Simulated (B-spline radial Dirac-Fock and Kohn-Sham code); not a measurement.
# X-ray form factors of erbium in several charge states

Calculated with an atomic code on a B-spline grid, using configuration-average Dirac-Fock orbitals.

Configurations: Er [Xe] 4f12 6s2; Er²⁺ [Xe] 4f12; Er³⁺ [Xe] 4f11; Er⁴⁺ [Xe] 4f10; Er⁶⁺ [Kr] 4d10 4f10 5s2 5p4. The first column is f₀ of Er, the others are differences from it.

```
s (Å⁻¹)      Er  Δ Er²⁺  Δ Er³⁺  Δ Er⁴⁺  Δ Er⁶⁺
      0  68.000  -2.000  -3.000  -4.000  -6.000
   0.05  66.673  -1.336  -2.273  -3.224  -5.122
    0.1  63.798  -0.337  -1.110  -1.926  -3.543
   0.15  60.578  +0.093  -0.472  -1.110  -2.333
    0.2  57.212  +0.125  -0.245  -0.704  -1.502
   0.25  53.748  +0.059  -0.166  -0.479  -0.891
    0.3  50.326  +0.007  -0.129  -0.339  -0.453
   0.35  47.077  -0.016  -0.106  -0.254  -0.171
    0.4  44.071  -0.018  -0.089  -0.203  -0.016
   0.45  41.323  -0.012  -0.074  -0.168  +0.051
    0.5  38.818  -0.005  -0.058  -0.137  +0.067
    0.6  34.422  +0.006  -0.023  -0.068  +0.048
    0.7  30.685  +0.007  +0.009  +0.002  +0.033
    0.8  27.495  +0.004  +0.029  +0.053  +0.032
    0.9  24.798  +0.001  +0.036  +0.075  +0.036
      1  22.555  -0.002  +0.033  +0.075  +0.036
    1.1  20.716  -0.003  +0.025  +0.060  +0.031
    1.2  19.220  -0.003  +0.016  +0.042  +0.024
    1.4  16.979  -0.001  +0.004  +0.012  +0.009
    1.6  15.329   0.000   0.000  +0.001  +0.003
```
